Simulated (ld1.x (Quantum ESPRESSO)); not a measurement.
## Building the ultrasoft potential for Eu (PBE, scalar-relativistic).

```json
{
  "Element": "europium (Eu)",
  "Generator": "ld1.x (Quantum ESPRESSO) 7.5",
  "Type": "ultrasoft",
  "Functional": "PBE",
  "Relativity": "scalar-relativistic",
  "Frozen core": "[Kr] 4d10 4f7",
  "Valence charge": "10",
  "Reference configuration": "5s2 5p6 5d0 6s2 6p0",
  "Partial waves": "5s (bound): rcut 2.20, rcutus 2.88 bohr; 6s (bound): rcut 2.20, rcutus 2.88 bohr; 5p (bound): rcut 2.80, rcutus 3.20 bohr; 6p (bound, empty): rcut 2.80, rcutus 3.20 bohr; 5d (bound, empty): rcut 3.25, rcutus 3.50 bohr; 5d channel at 1.9 Ry: rcut 3.25, rcutus 3.50 bohr",
  "Local potential": "all-electron potential smoothed inside 3.45 bohr (lloc = -2)",
  "Core correction": "a·sin(br)/r model core, default radius (core density twice the valence density)",
  "Augmentation charge": "PSQ, inside the norm-conserving radii"
}
```

- Cutoffs needed: 12 Ry and 15 Ry (the cutoffs (Ry, on a coarse ladder) from which the occupation-weighted sum of valence levels, in a spherical-Bessel basis at the reference potential, stays within 10 and 1 mRy of its value at 400 Ry)
- Ghost test: no extra level below or beside the all-electron valence levels (s, p, d, f tested) (spherical-Bessel basis up to 400 Ry, 20 bohr box)
- Configuration tests: test run stopped at test 1 of 7 (negative rho)
- Lowest eigenvalue of the overlap operator: 0.07 (p channel)
- Density cutoff estimated by the generator: 54 Ry
